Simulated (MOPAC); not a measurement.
MOPAC input (PM6):

```
PM6 FORCE THERMO(298,298) PRECISE LET UHF MS=0.5 GEO-OK AUX(PRECISION=9) THREADS=1
Br2FSi

F    -0.02999511 1    2.12338511 1    0.06606155 1
Si   -0.00780877 1    0.55564989 1    0.03056098 1
Br   -1.86267269 1   -0.40164929 1    0.01480879 1
Br    1.87338688 1   -0.34854675 1    0.00439932 1
```

Output:

```
 *******************************************************************************
 **                                                                           **
 **                              MOPAC v23.2.5                                **
 **                                                                           **
 *******************************************************************************
 ** MOPAC's Digital Object Identifier: https://doi.org/10.5281/zenodo.6511958 **
 **                                                                           **
 ** Please cite the open-source release paper for use of this MOPAC version:  **
 ** J. E. Moussa and J. J. P. Stewart (2026)                                  **
 ** MOPAC: An open-source semiempirical molecular orbital program             **
 ** J. Open Source Softw., 11(119), 8025, https://doi.org/10.21105/joss.08025 **
 *******************************************************************************

                              PM6 CALCULATION RESULTS

 *******************************************************************************
 *  PM6        - The PM6 Hamiltonian to be used
 *  GEO-OK     - OVERRIDE INTERATOMIC DISTANCE AND OTHER SAFETY CHECKS
 *  UHF        - UNRESTRICTED HARTREE-FOCK CALCULATION
 *  MS=        - IN MECI, MAGNETIC COMPONENT OF SPIN =  0.5
 *  LET        - OVERRIDE SOME SAFETY CHECKS
 *  PRECISE    - TIGHTER CRITERIA TO BE USED
 *  FORCE      - FORCE CALCULATION SPECIFIED
 *  AUX        - OUTPUT AUXILIARY INFORMATION
 *  THERMO     - THERMODYNAMIC QUANTITIES TO BE CALCULATED
 *******************************************************************************
PM6 FORCE THERMO(298,298) PRECISE LET UHF MS=0.5 GEO-OK AUX(PRECISION=9) THREADS=1
 Br2FSi

   ATOM   CHEMICAL          X               Y               Z
  NUMBER   SYMBOL      (ANGSTROMS)     (ANGSTROMS)     (ANGSTROMS)

     1       F         -0.02999511  *   2.12338511  *   0.06606155  *
     2      Si         -0.00780877  *   0.55564989  *   0.03056098  *
     3      Br         -1.86267269  *  -0.40164929  *   0.01480879  *
     4      Br          1.87338688  *  -0.34854675  *   0.00439932  *

          CARTESIAN COORDINATES

    NO.       ATOM           X           Y           Z

     1         F         -0.0300      2.1234      0.0661
     2        Si         -0.0078      0.5556      0.0306
     3        Br         -1.8627     -0.4016      0.0148
     4        Br          1.8734     -0.3485      0.0044

 General Reference for PM6:
 "Optimization of Parameters for Semiempirical Methods V: Modification of NDDO Approximations
 and Application to 70 Elements", J. J. P. Stewart, J. Mol. Mod., 13, 1173-1213 (2007)
 URL: https://link.springer.com/article/10.1007/s00894-007-0233-4

           Empirical Formula: F Si Br2  =     4 atoms

      MOLECULAR POINT GROUP   :   C2v

          UHF CALCULATION, NO. OF ALPHA ELECTRONS =   13
                           NO. OF BETA  ELECTRONS =   12

          HEAT OF FORMATION =    -112.189472 KCALS/MOLE

          CARTESIAN COORDINATE DERIVATIVES

   NUMBER  ATOM         X            Y            Z

     1       F      0.007605    -0.000061    -0.000790
     2      Si     -0.013445    -0.001540     0.002121
     3      Br      0.003344     0.001003    -0.000666
     4      Br      0.002496     0.000597    -0.000666

 DIPOLE           X         Y         Z       TOTAL
 POINT-CHG.     1.274    -0.000     0.000     1.274
 HYBRID        -0.162     0.000    -0.000     0.162
 SUM            1.112    -0.000    -0.000     1.112

          GRADIENT NORM =   0.01630

          MOLECULAR WEIGHT =  206.89

          ROTATIONAL CONSTANTS IN CM(-1)

          A =    0.14430299   B =    0.03022312   C =    0.02498931

           PRINCIPAL MOMENTS OF INERTIA IN UNITS OF 10**(-40)*GRAM-CM**2

          A =      193.9859   B =      926.2033   C =     1120.1892

          ORIENTATION OF MOLECULE IN FORCE CALCULATION

    NO.       ATOM         X         Y         Z

     1          F      -2.1435   -0.0000    0.0001
     2         Si      -0.5752   -0.0000    0.0001
     3         Br       0.3559    1.8682    0.0001
     4         Br       0.3559   -1.8682   -0.0001

    FIRST DERIVATIVES WILL BE USED IN THE CALCULATION OF SECOND DERIVATIVES

    FOR POINT-GROUP C2v  THERE ARE   4 UNIQUE SYMMETRY FUNCTIONS.


(To convert to Hartree/Bohr^2, multiply by (10^(-21) x N x a0^2)/(4.184 x 627.51) =  0.0642)

           FORCE MATRIX IN MILLIDYNES/ANGSTROM

                  F  1      Si  2      Br  3      Br  4
 ------------------------------------------------------
     F    1   3.097430
    Si    2   2.725547   3.991773
    Br    3   0.289764   1.337036   1.739170
    Br    4   0.289811   1.337597   0.214207   1.739170

          HEAT OF FORMATION =    -112.189472 KCALS/MOLE

          ZERO POINT ENERGY       2.480 KCAL/MOL

           NORMAL COORDINATE ANALYSIS (Total motion = 1 Angstrom)

   Root No.       1         2         3         4         5         6

                 1 A1      1 B1      1 B2      2 A1      2 B2      3 A1

                  99.4     123.5     184.8     261.2     401.3     664.9

           1   -0.2647   -0.0000   -0.0000    0.3295    0.0000    0.5820
           2   -0.0000    0.0000    0.6662    0.0000   -0.0041    0.0000
           3    0.0000   -0.3109    0.0000   -0.0000   -0.0000   -0.0000
           4   -0.2872    0.0000    0.0000    0.3025   -0.0000   -0.3994
           5   -0.0000   -0.0000   -0.1056    0.0000    0.7161   -0.0000
           6    0.0000    0.5646   -0.0000   -0.0000    0.0000    0.0000
           7    0.0819   -0.0000   -0.0967   -0.0923   -0.0621    0.0010
           8   -0.2086    0.0000   -0.0606   -0.1592   -0.1254    0.0092
           9   -0.0000   -0.0623    0.0000   -0.0000    0.0000   -0.0000
          10    0.0819   -0.0000    0.0967   -0.0923    0.0621    0.0010
          11    0.2086    0.0000   -0.0606    0.1592   -0.1254   -0.0092
          12    0.0000   -0.0623   -0.0000    0.0000   -0.0000   -0.0000

           MASS-WEIGHTED COORDINATE ANALYSIS (NORMAL COORDINATES)

   Root No.       1         2         3         4         5         6

                 1 A1      1 B1      1 B2      2 A1      2 B2      3 A1

                  99.4     123.5     184.8     261.2     401.3     664.9

           1   -0.3377   -0.0000   -0.0000    0.4532    0.0000    0.7673
           2   -0.0000    0.0000    0.8825    0.0000   -0.0042    0.0000
           3    0.0000   -0.4012    0.0001   -0.0000   -0.0000   -0.0000
           4   -0.4455    0.0001    0.0000    0.5058   -0.0000   -0.6403
           5   -0.0000   -0.0001   -0.1700    0.0000    0.9064   -0.0000
           6    0.0000    0.8858   -0.0000   -0.0000    0.0001    0.0000
           7    0.2144   -0.0000   -0.2627   -0.2604   -0.1325    0.0027
           8   -0.5457    0.0000   -0.1648   -0.4490   -0.2677    0.0250
           9   -0.0001   -0.1648    0.0000   -0.0000    0.0000   -0.0000
          10    0.2144   -0.0000    0.2627   -0.2604    0.1325    0.0027
          11    0.5457    0.0000   -0.1648    0.4490   -0.2677   -0.0250
          12    0.0000   -0.1648   -0.0000    0.0000   -0.0000   -0.0000

          DESCRIPTION OF VIBRATIONS

 VIBRATION          1    1A1         ATOM PAIR     ENERGY CONTRIBUTION    RADIAL
 FREQUENCY            99.41         Si2 -- Br4         +43.7% (196.1%)      5.1%
 TRANSITION DIPOLE   0.5149         Si2 -- Br3         +43.7% (196.1%)      5.1%
 TRAVEL (Ang.)       0.1831         F 1 -- Si2         +12.7% (105.6%)    100.0%
 REDUCED MASS       20.2381
 EFFECTIVE MASS     76.1493
 FORCE CONSTANT      0.1178

 VIBRATION          2    1B1         ATOM PAIR     ENERGY CONTRIBUTION    RADIAL
 FREQUENCY           123.47         F 1 -- Si2         +40.4% ( 94.6%)      0.0%
 TRANSITION DIPOLE   0.2979         Si2 -- Br4         +29.8% ( 81.2%)      0.0%
 TRAVEL (Ang.)       0.1747         Si2 -- Br3         +29.8% ( 81.2%)      0.0%
 REDUCED MASS       17.9046
 EFFECTIVE MASS     28.5734
 FORCE CONSTANT      0.1608

 VIBRATION          3    1B2         ATOM PAIR     ENERGY CONTRIBUTION    RADIAL
 FREQUENCY           184.79         F 1 -- Si2         +82.2% ( 87.8%)      0.0%
 TRANSITION DIPOLE   0.9982         Si2 -- Br3          +8.9% ( 28.9%)     18.3%
 TRAVEL (Ang.)       0.1674         Si2 -- Br4          +8.9% ( 28.9%)     18.3%
 REDUCED MASS       13.0233
 EFFECTIVE MASS     29.3073
 FORCE CONSTANT      0.2620

 VIBRATION          4    2A1         ATOM PAIR     ENERGY CONTRIBUTION    RADIAL
 FREQUENCY           261.15         Si2 -- Br4         +45.0% (103.6%)     70.1%
 TRANSITION DIPOLE   1.3976         Si2 -- Br3         +45.0% (103.6%)     70.1%
 TRAVEL (Ang.)       0.1347         F 1 -- Si2          +9.9% ( 48.7%)    100.0%
 REDUCED MASS       14.2375
 EFFECTIVE MASS     51.3926
 FORCE CONSTANT      0.5721

 VIBRATION          5    2B2         ATOM PAIR     ENERGY CONTRIBUTION    RADIAL
 FREQUENCY           401.27         Si2 -- Br4         +35.6% ( 91.8%)     88.2%
 TRANSITION DIPOLE   7.2002         Si2 -- Br3         +35.6% ( 91.8%)     88.2%
 TRAVEL (Ang.)       0.0911         F 1 -- Si2         +28.8% ( 82.5%)      0.0%
 REDUCED MASS       20.2288
 EFFECTIVE MASS     35.4597
 FORCE CONSTANT      1.9191

 VIBRATION          6    3A1         ATOM PAIR     ENERGY CONTRIBUTION    RADIAL
 FREQUENCY           664.95         F 1 -- Si2         +72.7% ( 99.9%)    100.0%
 TRANSITION DIPOLE   4.5227         Si2 -- Br4         +13.7% ( 43.3%)     23.1%
 TRAVEL (Ang.)       0.0947         Si2 -- Br3         +13.7% ( 43.3%)     23.1%
 REDUCED MASS       11.3062
 EFFECTIVE MASS     22.5914
 FORCE CONSTANT      2.9454

      SYMMETRY NUMBER FOR POINT-GROUP C2v =  2

          SYSTEM IS A GROUND STATE

 Br2FSi

          MOLECULE IS NOT LINEAR

          THERE ARE  6 GENUINE VIBRATIONS IN THIS SYSTEM
          THIS THERMODYNAMICS CALCULATION IS LIMITED TO
          MOLECULES WHICH HAVE NO INTERNAL ROTATIONS

                    CALCULATED THERMODYNAMIC PROPERTIES
                                          *
   TEMP. (K)   PARTITION FUNCTION   H.O.F.    ENTHALPY  HEAT CAPACITY ENTROPY
                                   KCAL/MOL   CAL/MOLE    CAL/K/MOL  CAL/K/MOL

 298.00  VIB.     0.1681D+02                  1829.6418     9.8470    11.7482
         ROT.     0.2530D+06                   888.2803     2.9808    27.7042
         INT.     0.4255D+07                  2717.9221    12.8278    39.4524
         TRA.     0.2877D+28                  1480.4672     4.9680    41.8829
         TOT.                     -112.189    4198.3893    17.7959    81.3353

   *: NOTE: HEATS OF FORMATION ARE RELATIVE TO THE
            ELEMENTS IN THEIR STANDARD STATE AT 298K
              (=  Standard Enthalpy of Formation).

            Hvib:  Zero-point energy is not included.
                   frequencies of less than zero cm-1 are not included.
            Hrot = (3/2)RT
            Htra = (3/2)RT + pV = (5/2)RT

            Heat capacity is Cp, not Cv

          For more information, see: HTTP://OpenMOPAC.net/Manual/thermochemistry.html

           FORCE CONSTANT IN CARTESIAN COORDINATES (Millidynes/A)

    ATOM   CHEMICAL       X               Y               Z
   NUMBER   SYMBOL  FORCE CONSTANT  FORCE CONSTANT  FORCE CONSTANT

      1       F        3.083461        0.297790        0.027300
      2      Si        3.320583        2.205327        0.197868
      3      Br        0.483193        1.385470        0.019043
      4      Br        0.483196        1.385467        0.019043

 **********************
 *                    *
 * JOB ENDED NORMALLY *
 *                    *
 **********************

 == MOPAC DONE ==
```
